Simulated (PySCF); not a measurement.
C5H4FN.
SMILES with atom numbers: `[CH:1]#[C:2][C@H:3]([C:4]#[N:5])[CH2:6][F:7]` (hydrogens: H8 on C1; H9 on C3; H10, H11 on C6)

Cartesian coordinates in Å at the PBE0-D3(BJ)/def2-SVP level; atoms count from 1:
```xyz
11
C5H4FN angstrom
C      2.0693   -0.9071    0.8445
C      1.1653   -0.3167    0.3024
C      0.0611    0.3849   -0.3514
C     -0.2387    1.6531    0.3209
N     -0.5158    2.6447    0.8469
C     -1.2180   -0.4653   -0.4289
F     -0.9622   -1.5873   -1.1521
H      2.8760   -1.4294    1.3263
H      0.3591    0.6245   -1.3889
H     -2.0133    0.1182   -0.9210
H     -1.5451   -0.7446    0.5853
```

The calculation used core-valence-separated Tamm–Dancoff BHandHLYP/aug-pcX-1 (pcseg-1 on H) in PySCF, non-relativistic, gas phase, PBE0-D3(BJ)/def2-SVP geometry. No empirical shift is added; at this level the pattern usually sits a few eV under experiment.

Task: What does the F 1s absorption edge look like?

Result: 
```
E (eV)       f  core hole on  main final orbital
685.55  0.0305            F7              spread
686.74  0.0047            F7         LUMO (77 %)
687.49  0.0021            F7       LUMO+2 (63 %)
687.72  0.0014            F7       LUMO+3 (44 %)
687.98  0.0023            F7              spread
688.07  0.0030            F7       LUMO+4 (39 %)
688.27  0.0020            F7       LUMO+5 (34 %)
```

The first line with a tenth or more of the strongest one's intensity is at 685.55 eV (f = 0.030), with the hole on F7 (alkyl fluorine). It is also the strongest listed.

Task: List the nitrogen K-edge absorption lines.

Result: 
```json
{"E (eV)": "397.25", "f": "0.0640", "core hole on": "N5", "main final orbital": "spread", "polarisation": "across the triple bond"}
{"E (eV)": "397.40", "f": "0.0637", "core hole on": "N5", "main final orbital": "LUMO+5 (35 %)", "polarisation": "across the triple bond"}
{"E (eV)": "401.12", "f": "0.0008", "core hole on": "N5", "main final orbital": "LUMO (59 %)", "polarisation": "–"}
{"E (eV)": "402.20", "f": "0.0007", "core hole on": "N5", "main final orbital": "LUMO+2 (39 %)", "polarisation": "–"}
{"E (eV)": "402.39", "f": "0.0003", "core hole on": "N5", "main final orbital": "LUMO+3 (30 %)", "polarisation": "–"}
{"E (eV)": "402.52", "f": "0.0034", "core hole on": "N5", "main final orbital": "spread", "polarisation": "mixed"}
{"E (eV)": "402.76", "f": "0.0012", "core hole on": "N5", "main final orbital": "spread", "polarisation": "mixed"}
```

The first line with a tenth or more of the strongest one's intensity is at 397.25 eV (f = 0.064), with the hole on N5 (nitrile nitrogen), polarised across the triple bond: a 1s→π* resonance. It is also the strongest listed.

Task: Give energies, oscillator strengths and core holes at the C K edge.

Result: 
| E (eV) | f | core hole on | main final orbital | polarisation |
| --- | --- | --- | --- | --- |
| 283.57 | 0.0654 | C1 | spread | across the triple bond |
| 283.69 | 0.0695 | C1 | spread | across the triple bond |
| 283.78 | 0.0473 | C2 | LUMO+2 (32 %) | across the triple bond |
| 283.83 | 0.0457 | C2 | spread | across the triple bond |
| 284.06 | 0.0636 | C4 | spread | across the triple bond |
| 284.12 | 0.0651 | C4 | LUMO+5 (37 %) | across the triple bond |
| 286.23 | 0.0097 | C1 | LUMO+1 (51 %) | along the triple bond |
| 286.70 | 0.0051 | C2 | LUMO (53 %) | mixed |
| 286.97 | 0.0049 | C1 | LUMO (36 %) | along the triple bond |
| 287.05 | 0.0039 | C4 | LUMO (57 %) | along the triple bond |
| 287.24 | 0.0109 | C2 | LUMO+8 (47 %) | mixed |
| 287.30 | 0.0170 | C3 | LUMO (58 %) | – |
| 287.41 | 0.0540 | C6 | spread | – |
| 287.53 | 0.0013 | C2 | LUMO+5 (39 %) | across the triple bond |
| 287.60 | 0.0051 | C1 | LUMO+3 (36 %) | across the triple bond |
| 287.60 | 0.0135 | C3 | LUMO+2 (59 %) | – |
| 287.75 | 0.0021 | C2 | LUMO+3 (48 %) | mixed |
| 287.78 | 0.0067 | C1 | spread | across the triple bond |
| 287.85 | 0.0021 | C2 | LUMO+1 (43 %) | mixed |
| 287.93 | 0.0002 | C1 | LUMO+7 (39 %) | – |
| 287.96 | 0.0084 | C4 | LUMO+2 (40 %) | along the triple bond |
| 288.10 | 0.0017 | C2 | LUMO+4 (32 %) | across the triple bond |

The first line with a tenth or more of the strongest one's intensity is at 283.57 eV (f = 0.065), with the hole on C1 (terminal alkyne carbon), polarised across the triple bond: a 1s→π* resonance. The strongest listed is at 283.69 eV (f = 0.069; C1).

Roots within 0.03 eV whose holes lie on the same, on equivalent or on shared atoms are summed into one line, and the highest roots are left out, as the search may have cut off their partners. Final orbitals are the ground state's empty Kohn–Sham orbitals. A dash: too weak, shared between unlike atoms, or no plane or axis to refer to.

Task: What length of transition dipole belongs to the line at 685.55 eV?

Result: From f = (2/3) ΔE |μ|² in atomic units, with ΔE = 25.194 Eh and f = 0.0305: |μ| = 0.043 au = 0.11 D.

The list ends where the root search ended, not at a threshold.

One conformer stands for the species.
